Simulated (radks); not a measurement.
Dipole-allowed excitations along the series with 48 electrons in [Kr] 4d10 5s2. Calculated with a radial shooting solver on a logarithmic mesh with Libxc functionals: scalar-relativistic Kohn-Sham, PBE, spin-polarised, spherical densities, finite nucleus; Fermi nuclear charge, rms radius of each element as measured or else 0.836 A^(1/3) + 0.57 fm. Time-dependent linear response with the Hartree and adiabatic LDA kernel, continuum included through the Sternheimer equations, no spin-orbit coupling, so fine structure and intercombination lines are absent. Lines are the poles of the dipole polarisability below minus the highest occupied eigenvalue, found on a grid refined at the orbital gaps; the lowest seven at most are given, and weak or close lines can be missed. The first line takes the name of the lowest orbital gap if no other gap lies below it; otherwise a line is named after a gap within 0.6 % of it, if that gap stands alone.

| species | -e(HOMO) (eV) | lowest orbital gap (eV) | first line (eV) | f | static alpha (bohr^3) |
|---|---|---|---|---|---|
| Te4+ | 53.237 | 5s-5p 11.771 | 14.120 (5s-5p) | 1.59 | 7.520 |
| I5+ | 69.010 | 5s-5p 13.503 | 16.117 (5s-5p) | 1.58 | 5.768 |
| Xe6+ | 86.172 | 5s-5p 15.250 | 18.113 (5s-5p) | 1.58 | 4.555 |
